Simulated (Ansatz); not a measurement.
Steps of a relaxation of `CS[SiH](O)F` with RKS PBE0-D4/def2-TZVP.

```sh
$ ansatz run in.yaml --threads 4 --pin off --events-out ev --progress --plain --max-ram 10444MiB
```

```yaml
crystal:
  periodic: [false, false, false]
  atoms:
    - {symbol: C, position_ang: [-1.409053, 0.922053, -0.711257]}
    - {symbol: S, position_ang: [-0.471027, -0.637509, -0.999126]}
    - {symbol: Si, position_ang: [1.146939, -0.385845, 0.379104]}
    - {symbol: O, position_ang: [1.743021, -1.883228, 0.778734]}
    - {symbol: F, position_ang: [0.529606, 0.406770, 1.678814]}
    - {symbol: H, position_ang: [-2.400020, 0.781894, -1.183915]}
    - {symbol: H, position_ang: [-0.903085, 1.784951, -1.187266]}
    - {symbol: H, position_ang: [-1.537330, 1.108065, 0.371295]}
    - {symbol: H, position_ang: [2.316915, 0.412582, -0.084048]}
    - {symbol: H, position_ang: [1.067134, -2.560732, 0.960664]}
basis:
  gaussian: {orbitals: def2-TZVP}
hamiltonian: {xc: pbe0, dispersion: d4}
relax: {f_tol: 0.005, max_steps: 150}
```

Positions (Å) and forces (eV/Å) along the path, 12 of 12 steps:

```xyz
10
step=1 energy=-24589.5801 eV
C    -1.409    0.922   -0.711   -0.085    0.204    0.017
S    -0.471   -0.638   -0.999    0.131    0.429    0.371
Si    1.147   -0.386    0.379   -0.235   -0.175    0.853
O     1.743   -1.883    0.779   -0.882    0.496   -0.110
F     0.530    0.407    1.679    0.544   -0.661   -1.018
H    -2.400    0.782   -1.184    0.530    0.042    0.251
H    -0.903    1.785   -1.187   -0.249   -0.502    0.250
H    -1.537    1.108    0.371    0.061   -0.132   -0.595
H     2.317    0.413   -0.084   -0.295   -0.160    0.104
H     1.067   -2.561    0.961    0.480    0.458   -0.124
10
step=2 energy=-24589.6470 eV
C    -1.398    0.920   -0.708    0.023   -0.022   -0.044
S    -0.475   -0.637   -0.979   -0.044    0.180    0.141
Si    1.126   -0.384    0.382    0.015   -0.084    0.688
O     1.731   -1.866    0.761   -0.435    0.416   -0.076
F     0.549    0.392    1.689    0.276   -0.430   -0.683
H    -2.371    0.782   -1.189    0.145    0.034    0.077
H    -0.882    1.763   -1.176   -0.083   -0.136    0.080
H    -1.539    1.104    0.359    0.010   -0.028   -0.166
H     2.272    0.416   -0.093   -0.078   -0.013    0.016
H     1.070   -2.541    0.957    0.170    0.083   -0.033
10
step=3 energy=-24589.6667 eV
C    -1.392    0.920   -0.706    0.085   -0.097    0.004
S    -0.484   -0.641   -0.948   -0.095   -0.039   -0.130
Si    1.127   -0.388    0.384   -0.011    0.007    0.134
O     1.728   -1.853    0.764   -0.043    0.107   -0.055
F     0.537    0.364    1.665    0.061    0.021    0.054
H    -2.360    0.787   -1.183   -0.059   -0.008   -0.043
H    -0.871    1.748   -1.179    0.031    0.064   -0.029
H    -1.536    1.118    0.352   -0.015    0.024    0.067
H     2.255    0.428   -0.092    0.034    0.019   -0.027
H     1.078   -2.535    0.946    0.012   -0.099    0.025
10
step=4 energy=-24589.6705 eV
C    -1.390    0.920   -0.711    0.018   -0.037   -0.014
S    -0.501   -0.650   -0.942   -0.009    0.000    0.031
Si    1.114   -0.387    0.395    0.074    0.012   -0.049
O     1.732   -1.849    0.751   -0.083   -0.016    0.008
F     0.559    0.357    1.695   -0.035    0.017    0.027
H    -2.356    0.798   -1.199   -0.016    0.014   -0.010
H    -0.855    1.743   -1.181    0.008    0.023   -0.005
H    -1.545    1.123    0.346   -0.013    0.014    0.016
H     2.231    0.433   -0.101   -0.003    0.023   -0.011
H     1.094   -2.539    0.948    0.058   -0.048    0.007
10
step=5 energy=-24589.6722 eV
C    -1.394    0.926   -0.716   -0.007   -0.011    0.005
S    -0.526   -0.659   -0.907    0.011   -0.025   -0.019
Si    1.113   -0.388    0.398   -0.087   -0.083    0.111
O     1.735   -1.851    0.741    0.094    0.091   -0.048
F     0.576    0.344    1.714   -0.007    0.014   -0.030
H    -2.349    0.815   -1.226   -0.020    0.001   -0.024
H    -0.838    1.738   -1.179    0.034    0.032   -0.025
H    -1.575    1.144    0.333   -0.003    0.009    0.057
H     2.213    0.444   -0.108    0.044    0.028   -0.041
H     1.130   -2.563    0.952   -0.060   -0.055    0.015
10
step=6 energy=-24589.6739 eV
C    -1.390    0.929   -0.715   -0.025    0.024    0.003
S    -0.547   -0.672   -0.897    0.011   -0.026    0.013
Si    1.098   -0.395    0.400   -0.030   -0.024    0.032
O     1.749   -1.846    0.740    0.010    0.016   -0.024
F     0.565    0.335    1.719   -0.005    0.000   -0.019
H    -2.341    0.836   -1.239    0.018    0.001   -0.002
H    -0.812    1.731   -1.172    0.007   -0.006    0.001
H    -1.580    1.151    0.333    0.006   -0.003    0.003
H     2.180    0.452   -0.126    0.014    0.003   -0.004
H     1.161   -2.571    0.961   -0.006    0.016   -0.003
10
step=7 energy=-24589.6744 eV
C    -1.382    0.928   -0.712   -0.045    0.035   -0.027
S    -0.579   -0.698   -0.873    0.027    0.033    0.030
Si    1.080   -0.396    0.400    0.004   -0.042   -0.019
O     1.759   -1.836    0.729   -0.011   -0.057    0.012
F     0.555    0.327    1.724   -0.002    0.010    0.001
H    -2.324    0.862   -1.257    0.044    0.006    0.017
H    -0.770    1.713   -1.158   -0.025   -0.037    0.022
H    -1.588    1.157    0.332    0.011   -0.008   -0.027
H     2.145    0.466   -0.143   -0.028   -0.006    0.007
H     1.189   -2.574    0.961    0.026    0.067   -0.015
10
step=8 energy=-24589.6748 eV
C    -1.385    0.931   -0.714   -0.007    0.021   -0.008
S    -0.586   -0.698   -0.862   -0.002    0.002    0.009
Si    1.079   -0.401    0.403    0.010    0.014   -0.028
O     1.765   -1.838    0.727   -0.011   -0.036    0.001
F     0.562    0.322    1.731   -0.004    0.004    0.010
H    -2.320    0.868   -1.271    0.033   -0.004    0.012
H    -0.765    1.713   -1.153   -0.020   -0.025    0.018
H    -1.603    1.162    0.328    0.006   -0.003   -0.019
H     2.136    0.465   -0.150   -0.014   -0.006    0.011
H     1.199   -2.576    0.964    0.009    0.032   -0.005
10
step=9 energy=-24589.6750 eV
C    -1.386    0.930   -0.713    0.003    0.002   -0.003
S    -0.587   -0.699   -0.858   -0.006   -0.002    0.000
Si    1.080   -0.400    0.402    0.001    0.008   -0.014
O     1.765   -1.838    0.725    0.011   -0.005   -0.004
F     0.566    0.324    1.730   -0.002    0.003    0.009
H    -2.315    0.869   -1.277    0.011   -0.001    0.003
H    -0.761    1.711   -1.145   -0.007   -0.005    0.006
H    -1.610    1.160    0.327    0.001    0.000   -0.005
H     2.135    0.465   -0.153   -0.003    0.001    0.003
H     1.197   -2.573    0.964   -0.009   -0.001    0.005
10
step=10 energy=-24589.6751 eV
C    -1.385    0.929   -0.711    0.002   -0.007   -0.001
S    -0.595   -0.704   -0.850   -0.005    0.003   -0.002
Si    1.078   -0.401    0.401   -0.003    0.003   -0.004
O     1.767   -1.838    0.721    0.014    0.003   -0.002
F     0.571    0.324    1.732   -0.002   -0.001    0.004
H    -2.307    0.875   -1.289    0.002    0.001    0.001
H    -0.751    1.708   -1.133   -0.001    0.001    0.001
H    -1.622    1.158    0.326   -0.001    0.001   -0.001
H     2.127    0.468   -0.161    0.003    0.002   -0.002
H     1.201   -2.571    0.968   -0.010   -0.007    0.006
10
step=11 energy=-24589.6751 eV
C    -1.385    0.929   -0.710    0.001   -0.006    0.000
S    -0.599   -0.707   -0.846   -0.002    0.003   -0.002
Si    1.077   -0.401    0.399   -0.004    0.003    0.001
O     1.768   -1.837    0.719    0.008    0.001   -0.001
F     0.574    0.324    1.731    0.000   -0.002    0.001
H    -2.302    0.880   -1.296    0.000    0.001    0.000
H    -0.744    1.707   -1.124    0.000    0.002    0.000
H    -1.631    1.155    0.326    0.000    0.001    0.000
H     2.123    0.468   -0.166    0.003    0.000   -0.002
H     1.203   -2.570    0.971   -0.005   -0.002    0.003
10
step=12 energy=-24589.6751 eV
C    -1.385    0.929   -0.709    0.000   -0.002    0.000
S    -0.600   -0.707   -0.847   -0.001    0.001    0.001
Si    1.077   -0.402    0.398    0.000    0.002    0.000
O     1.768   -1.837    0.718    0.002    0.000    0.000
F     0.575    0.325    1.730   -0.001   -0.003   -0.002
H    -2.299    0.882   -1.300   -0.001    0.001    0.000
H    -0.742    1.708   -1.118    0.001    0.001   -0.001
H    -1.636    1.153    0.326    0.000    0.000    0.000
H     2.122    0.467   -0.170    0.002    0.000    0.000
H     1.204   -2.569    0.975   -0.001    0.000    0.001
```

Run time 39 s (4 threads of an Arm Neoverse V1 on a shared host); peak host memory 0.52 GiB.
